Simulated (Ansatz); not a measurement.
`B[Si](F)(F)[SiH3]`, charge 0, multiplicity 1.

Q: Give a relaxed structure at PBE0-D4/def2-TZVP (Ansatz). (Best estimate.)

A: Ansatz gave: 
Z-matrix (Å, degrees):
```
Si
F 1 1.601
F 1 1.601 2 105.4
B 1 2.008 2 111.4 3 120.9
Si 1 2.360 2 108.0 3 -115.4
H 4 1.195 1 120.7 2 -152.5
H 4 1.194 1 120.8 2 33.7
H 5 1.488 1 109.6 2 -65.3
H 5 1.487 1 109.8 2 55.1
H 5 1.487 1 109.7 2 175.5
```
Point group Cs.
This is one stationary point; other conformers may exist.
